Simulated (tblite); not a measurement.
Compound: C8H9O (doublet state).
Cartesian coordinates in Å at the GFN2-xTB level; atoms count from 1:
```
atom  x, y, z in Å
O1     3.5192    1.2340   -0.6600
C2     2.5092    0.5572   -0.4885
C3     1.2378    0.7111   -1.1325
C4     0.2811   -0.3057   -0.6443
C5    -0.9480    0.3249   -0.0027
C6    -2.1299    0.7004   -0.8438
C7    -2.2203   -0.4625    0.0967
C8     1.1142   -1.0844    0.3427
C9     2.3500   -0.5975    0.4280
H10    0.9934    1.4820   -1.8400
H11   -0.0612   -0.9514   -1.4631
H12   -0.6984    0.9784    0.8239
H13   -2.6651    1.6051   -0.6006
H14   -2.0881    0.4958   -1.9029
H15   -2.2391   -1.4562   -0.3248
H16   -2.8152   -0.3607    0.9911
H17    0.7016   -1.9124    0.8923
H18    3.1502   -0.9518    1.0520
```

The geometry is computed with GFN2-xTB (gas phase). This method treats the open shell by occupation alone, without spin polarisation.

Masses are those of the commonest isotopes; rigid-rotor values at the optimised geometry. The values belong to one conformer with, in the numbering `[O:1]=[C:2]1[CH:3][C@H:4]([CH:5]2[CH2:6][CH2:7]2)[CH:8]=[CH:9]1`, C3–C4–C5–C6 87°.

Problem. What are A, B and C (MHz)?

Solution. Ia = 113.48, Ib = 506.77, Ic = 587.35 u·Å²; 505379 MHz·u·Å²/I gives A = 4454, B = 997.2, C = 860.4 MHz.

Problem. Classify the top.

Solution. A near-prolate asymmetric top; Ray's κ = -0.924.

Problem. What does the inertial defect say?

Solution. Not planar: Δ = Ic − Ia − Ib = -32.90 u·Å². For a rigid frame Δ = −2 Σ m c², so Σ m c² = 16.45 u·Å² lies off the ab plane: 8.03 from hydrogen and 8.42 from heavier atoms. The atom farthest from that plane is 1.52 Å away.

Problem. Give the other two planar moments, Paa and Pbb, and the rms extents of the mass along the axes.

Solution. Paa = Σ m a² = (Ib + Ic − Ia)/2 = 490.32 and Pbb = Σ m b² = (Ia + Ic − Ib)/2 = 97.03 u·Å². With the mass M = 121.07 u, the rms extents √(P/M) along a, b and c are 2.01, 0.90, 0.37 Å.

Problem. Where do the levels up to J = 4 lie, in MHz?

Solution. Above 0(0,0):
J = 1: 1(0,1) 1858, 1(1,1) 5314, 1(1,0) 5451
J = 2: 2(0,2) 5569, 2(1,2) 8893, 2(1,1) 9303, 2(2,1) 19672, 2(2,0) 19676
J = 3: 3(0,3) 11126, 3(1,3) 14258, 3(1,2) 15079, 3(2,2) 25245, 3(2,1) 25265, 3(3,1) 42871, 3(3,0) 42871
J = 4: 4(0,4) 18517, 4(1,4) 21407, 4(1,3) 22775, 4(2,3) 32673, 4(2,2) 32732, 4(3,2) 50309, 4(3,1) 50310, 4(4,1) 74975, 4(4,0) 74975
Those of J = 1 are B + C, A + C and A + B.

Problem. Estimate the classical rotational partition function at 25 K, 200 K and 298.15 K.

Solution. Point group C1, symmetry number σ = 1; q = (√π/σ)·√((kT/h)³/(ABC)), k/h = 20836.6 MHz/K: 10800 at 25 K, 244000 at 200 K, 444000 at 298.15 K.

For this open shell read J as N, the rotation without spin; fine and hyperfine splittings come on top. Its GFN2-xTB frequencies are all real (lowest 57 cm⁻¹). Constants of a rigid frame at the computed geometry: no zero-point averaging, no centrifugal distortion.
